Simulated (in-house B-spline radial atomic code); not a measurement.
Tl⁺. Computed with a B-spline radial atomic code. Model: all-electron spherical atom, spin shells full or empty, radial basis limit, no spin-orbit coupling, Breit or QED, empty-state partial waves extrapolated as (l+1/2)^-4, RPA, G0W0 and static COHSEX of the highest shell as one setting changes (uncorrelated shells keep exact exchange).

Empty levels are discrete states of a finite basis, so the steps are uneven.

Without the two-electron picture change, core correlation of heavy ions comes too large.

Given: element Tl; charge 1; filled core Xe; hamiltonian one-electron scalar X2C; mean-field start PBE; highest l of empty states 9; nuclear rms radius 5.4759 fm; lowest nl shells left uncorrelated 0; highest mean-field shell 6s; box radius 23.78 bohr.

Shell: 4f 7 7, 5d 5 5, 6s 1 1 (electrons up and down).

| highest empty level kept (hartree) | RPA correlation energy (hartree) | G0W0 level (eV) | G0W0 minus most complete (meV) | COHSEX level (eV) | linearised minus solved G0W0 (meV) |
| --- | --- | --- | --- | --- | --- |
| 1.33 | -0.35661 | -20.034 | 781.5 | -21.203 | -2.9 |
| 2.67 | -0.59526 | -20.243 | 572.5 | -21.615 | -4.2 |
| 4.67 | -0.86922 | -20.397 | 418.6 | -21.971 | -4.9 |
| 8 | -1.2285 | -20.532 | 283.2 | -22.28 | -5.7 |
| 13.33 | ? | ? | ? | ? | ? |
| 24 | -2.344 | -20.709 | 106.2 | -22.693 | -6.9 |
| 40 | -3.0637 | -20.756 | 59.3 | -22.792 | -7.2 |
| 80 | ? | ? | ? | ? | ? |
| 160 | -4.8296 | -20.801 | 14.6 | -22.909 | -7.5 |
| 333.33 | -5.5952 | -20.809 | 6.9 | -22.935 | -7.6 |
| 800 | -6.2354 | -20.813 | 2.5 | -22.95 | -7.6 |
| 2666.7 | -6.8705 | -20.816 | 0 | -22.959 | -7.6 |

(1) What follows for highest empty level kept = 13.33?

(2) What follows for highest empty level kept = 80?

## Answers

(1) RPA correlation energy -1.6213 hartree; G0W0 level -20.629 eV; G0W0 minus most complete 186.5 meV; COHSEX level -22.507 eV; linearised minus solved G0W0 -6.3 meV.

(2) RPA correlation energy -3.9971 hartree; G0W0 level -20.787 eV; G0W0 minus most complete 29 meV; COHSEX level -22.869 eV; linearised minus solved G0W0 -7.4 meV.
